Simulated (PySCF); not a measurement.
## Electronic structure of Co⁺ (cobalt, charge +1) at the UHF level

Configuration: [Ar] 3d8, high-spin 3F determinant. Calculation: PySCF 2.14, in cc-pVTZ; the non-relativistic Hamiltonian (point nucleus).

| Quantity | Value |
| --- | --- |
| Total energy | -1381.136659 hartree |
| One-electron energy | -1911.3085 hartree |
| Hartree (Coulomb) energy | 588.2146 hartree |
| Exchange energy | -58.0428 hartree |
| Kinetic energy | 1381.06051 hartree |
| ⟨S²⟩ | 2.0052 |
| ⟨L²⟩ | 12.030 |
| Sum of ⟨r⟩ | 17.30 bohr |
| Sum of ⟨r²⟩ | 19.65 bohr² |
| Density at the nucleus (Gaussians lack the cusp) | 13300 bohr⁻³ |
| Spin density at the nucleus | -0.0359 bohr⁻³ |
| Langevin diamagnetic susceptibility | -15.6 ×10⁻⁶ cm³/mol |
| Time after the integrals | 0.81 s of wall time on 1 thread of Neoverse-N1 (shared host) |

| shell | electrons | mean orbital energy (eV) | spread (eV) | rms radius, mean of both spins (bohr) |
| --- | --- | --- | --- | --- |
| 1s α | 1 | -7705.0 | 0 | 0.0659 |
| 1s β | 1 | -7705.0 | 0 | 0.0659 |
| 2s α | 1 | -951.26 | 0 | 0.279 |
| 2s β | 1 | -949.50 | 0 | 0.279 |
| 2p α | 3 | -822.21 | 0 | 0.250 |
| 2p β | 3 | -820.49 | 0 | 0.250 |
| 3s α | 1 | -127.58 | 0 | 0.847 |
| 3s β | 1 | -122.65 | 0 | 0.847 |
| 3p α | 3 | -87.353 | 0 | 0.904 |
| 3p β | 3 | -81.396 | 0 | 0.904 |
| 3d α | 5 | -20.987 | 1.388 | 1.26 |
| 3d β | 3 | -18.532 | 0 | 1.26 |
